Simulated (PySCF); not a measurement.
## GeSe⁺: energy against distance

Set-up: basis Ge def2-TZVPPD, Se def2-TZVPPD; no relativity; PySCF 2.14. Energies in eV from Ge⁺ + Se in their ground configurations at the same level. State: ²Π (doublet), unpaired electrons π ↑.

```csv
R (Å),UHF-MP2
1.975,-2.186
2.066,-2.854
2.158,-3.209
2.227,-3.325
2.296,-3.345
2.365,-3.291
2.457,-3.135
2.571,-2.849
2.709,-2.391
2.893,-1.514
```

Q: Put a parabola through the three lowest points of the UHF-MP2 curve and estimate Re, k and ωe (reduced mass 38.4 u; 1 eV/Å² = 0.16022 mdyn/Å; ωe = 1302.8·√(k/μ) cm⁻¹).

A: Through R = 2.227, 2.296, 2.365 Å the second-order coefficient is 7.77 eV/Å², so Re ≈ 2.280 Å, k ≈ 2.49 mdyn/Å and ωe ≈ 332 cm⁻¹. A polynomial fit of higher order to the unrounded UHF-MP2 energies gives Re = 2.278 Å, k = 2.65 mdyn/Å, ωe = 342 cm⁻¹; anharmonicity and rounding make the difference.

The higher-order fit for each curve: UHF-MP2: Re = 2.278 Å, ωe = 342 cm⁻¹, De = 3.35 eV.

Correlated steps freeze 18 core orbitals. Spin–orbit coupling is left out. For an ion De counts to the pair picked by the measured ionisation energies or electron affinities, which need not be the lowest pair at this level. The state was picked by a PBE0 search and need not be the measured ground state.
